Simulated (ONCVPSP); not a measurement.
**Varying the ONCV potential for rubidium**

Base potential:

| Property | Result |
| --- | --- |
| Element | rubidium |
| Generator | ONCVPSP 4.0.1 |
| Type | optimised norm-conserving Vanderbilt (ONCV) |
| Functional | PBE |
| Relativity | scalar-relativistic |
| Frozen core | [Ar] 3d10 |
| Valence charge | 9 |
| Reference configuration | 4s2 4p6 (charge +1) |
| Partial waves | 4s: rc 1.50 bohr, ncon 3, nbas 6, qcut 5 1/bohr, 2 projectors, debl 3 Ha; 4p: rc 1.60 bohr, ncon 4, nbas 7, qcut 4.7 1/bohr, 1 projector; d scattering state at 0.11 Ha: rc 1.55 bohr, ncon 4, nbas 8, qcut 6.5 1/bohr, 3 projectors, debl 0.6 Ha |
| Local potential | polynomial inside 1.40 bohr (lpopt 5, dvloc0 0 Ha) |
| Core correction | none |

Cutoffs, loose and tight: the cutoffs (Ha) at which the residual kinetic energy of the hardest occupied pseudo-wave falls to 1 and 0.1 mHa per electron. They do not see the model core or the augmentation charge, which bear on the density cutoff. Test errors are all-electron minus pseudo excitation energies from the reference, over the configurations 4s2 4p6 5s1; 4s2 4p6 5s0.5; 4s2 4p6 5p1; 4s2 4p6 4d1. A dash means not determined; rows that change the core or the reference have their own tests. The largest error is taken over the tests solved by every variant that gives reliable tests at all: 4s2 4p6 5p1; 4s2 4p6 5s0.5; 4s2 4p6 5s1.

A true bound ghost makes a file unfit for plane-wave use even where its test errors are small: the radial tests pick states by their node count and pass the ghost by.

| change | outcome | cutoff, loose | cutoff, tight | bound ghosts | GHOST(+) flags above zero | largest test error (meV) |
| --- | --- | --- | --- | --- | --- | --- |
| base | generated | 25 Ha | 53 Ha | d | s, d | +3.5 |
| all radii scaled by about 0.81 (s 1.22, p 1.30, d 1.26 bohr); local potential polynomial inside 1.14 bohr (lpopt 5, dvloc0 0 Ha) | generated | 30 Ha | 66 Ha | d | s, d | +3.5 |
| all radii scaled by about 0.86 (s 1.30, p 1.38, d 1.34 bohr); local potential polynomial inside 1.20 bohr (lpopt 5, dvloc0 0 Ha) | generated | 34 Ha | 68 Ha | d | s, d | +3.3 |
| all radii scaled by about 0.95 (s 1.42, p 1.52, d 1.48 bohr); local potential polynomial inside 1.34 bohr (lpopt 5, dvloc0 0 Ha) | generated | 29 Ha | 59 Ha | d | s, d | +3.4 |
| all radii scaled by about 1.03 (s 1.54, p 1.66, d 1.60 bohr); local potential polynomial inside 1.44 bohr (lpopt 5, dvloc0 0 Ha) | generated | 21 Ha | 49 Ha | d | s, d | +3.6 |
| all radii scaled by about 1.12 (s 1.68, p 1.80, d 1.74 bohr); local potential polynomial inside 1.58 bohr (lpopt 5, dvloc0 0 Ha) | generated | 12 Ha | 39 Ha | d | s, d | +3.9 |
| all radii scaled by about 1.20 (s 1.80, p 1.92, d 1.86 bohr); local potential polynomial inside 1.68 bohr (lpopt 5, dvloc0 0 Ha) | generated, projector energies reset by the program | 11 Ha | 24 Ha | d | none | +4.2 |
| all radii scaled by about 1.30 (s 1.96, p 2.08, d 2.02 bohr); local potential polynomial inside 1.82 bohr (lpopt 5, dvloc0 0 Ha) | generated, projector energies reset by the program | 9.6 Ha | 12 Ha | none | s, d | +4.1 |

Reading the sweep of the scale of all radii (base = 1) (base included, trends over the rows without a ghost): Bound ghosts are found at 0.81, 0.86, 0.95, 1, 1.03, 1.12, 1.2.
